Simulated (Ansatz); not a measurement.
`C[CH2][InH][F]` + H₂ → `[F][InH2]` + `CC` at 500 K and 1 bar (hydrogenolysis of the In–C bond).

Calculated with Ansatz (gas phase, PBE0-D4/def2-TZVP geometries, no zero-point term in ΔE). CCSD(T)/CBS adds triple-zeta CCSD(T) − MP2 to the extrapolated MP2 energy (def2 sets, frozen cores). This one scheme is used for every species. def2 core potentials past Kr. For In outer-core shells are correlated without core-valence functions, which leaves a few kJ/mol of doubt a bond. One conformer a species, not always the lowest.

```json
{"species": "`C[CH2][InH][F]`", "CCSD(T)/CBS energy (Eh)": "-369.34165", "H − E (kJ/mol)": "233.2", "S (J/(mol·K))": "416.2"}
{"species": "H₂", "CCSD(T)/CBS energy (Eh)": "-1.17544", "H − E (kJ/mol)": "41.0", "S (J/(mol·K))": "145.5"}
{"species": "`[F][InH2]`", "CCSD(T)/CBS energy (Eh)": "-290.81142", "H − E (kJ/mol)": "59.1", "S (J/(mol·K))": "295.0"}
{"species": "`CC`", "CCSD(T)/CBS energy (Eh)": "-79.71954", "H − E (kJ/mol)": "220.5", "S (J/(mol·K))": "259.9"}
```

H − E and S are ideal-gas, rigid-rotor, harmonic terms from PBE0-D4/def2-TZVP, for one conformer and one mirror image of each species. The MP2-based limit puts H₂ 0.8 mEh under its directly extrapolated value; such offsets cancel only in part. 1 Eh = 2625.50 kJ/mol, R = 8.31446 J/(mol·K).

By hand: ΔE, ΔH, ΔS and ΔG.

ΔE = (-290.81142) + (-79.71954) − (-369.34165) − (-1.17544) = -0.01387 Eh = -36.4 kJ/mol. Δ(H − E) = 59.1 + 220.5 − 233.2 − 41.0 = 5.4, so ΔH = -31.0 kJ/mol. ΔS = 295.0 + 259.9 − 416.2 − 145.5 = -6.8 J/(mol·K). ΔG = -31.0 − 500 × (-6.8)/1000 = -27.6 kJ/mol.

By hand: the equilibrium constant, and the temperature at which ΔG would vanish if ΔH and ΔS stayed fixed.

log₁₀ K = −ΔG/(RT ln 10) = 2.9. ΔG = 0 at ΔH/ΔS = 4559 K, far beyond where these terms or the molecules hold.

The number of gas molecules stays the same, so ΔS is small and ΔH decides. A doubt of 5 kJ/mol in ΔE shifts log₁₀ K by 0.5 here. Other conformers and mirror images would add mixing entropy, several J/(mol·K) or more a flexible species. Modes under 60 cm⁻¹, often nearly free rotors, make the harmonic entropy too high. These are equilibria of isolated gas molecules and say nothing of rates. Largest T1 diagnostic: 0.016 (customary marks: 0.02 for closed shells, 0.045 for open ones).
